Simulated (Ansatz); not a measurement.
`BC(C)(C)C` → BH₃ + `C=C(C)C` at 400 K and 1 bar (alkene loss).

Isolated molecules relaxed with PBE0-D4/def2-TZVP in Ansatz; ΔE leaves out vibrations. CBS: MP2 limit from def2 TZ/QZ plus the TZ coupled-cluster correction, frozen cores. This one scheme is used for every species.

| species | CCSD(T)/CBS energy (Eh) | H − E (kJ/mol) | S (J/(mol·K)) |
| --- | --- | --- | --- |
| `BC(C)(C)C` | -183.61206 | 406.5 | 374.5 |
| BH₃ | -26.55200 | 82.6 | 199.4 |
| `C=C(C)C` | -157.01236 | 309.5 | 318.0 |

H − E and S are ideal-gas, rigid-rotor, harmonic terms from PBE0-D4/def2-TZVP. 1 Eh = 2625.50 kJ/mol, R = 8.31446 J/(mol·K).

Task: By hand: ΔE, ΔH, ΔS and ΔG.

Result: ΔE = (-26.55200) + (-157.01236) − (-183.61206) = 0.04770 Eh = 125.2 kJ/mol. Δ(H − E) = 82.6 + 309.5 − 406.5 = -14.4, so ΔH = 110.8 kJ/mol. ΔS = 199.4 + 318.0 − 374.5 = 142.9 J/(mol·K). ΔG = 110.8 − 400 × (142.9)/1000 = 53.6 kJ/mol.

Task: By hand: the equilibrium constant, and the temperature at which ΔG would vanish if ΔH and ΔS stayed fixed.

Result: log₁₀ K = −ΔG/(RT ln 10) = -7.0. ΔG = 0 at ΔH/ΔS = 775 K.

The number of gas molecules changes by +1, which sets the sign of ΔS. A doubt of 5 kJ/mol in ΔE shifts log₁₀ K by 0.7 here. These are equilibria of isolated gas molecules and say nothing of rates. Largest T1 diagnostic: 0.010 (customary marks: 0.02 for closed shells, 0.045 for open ones).
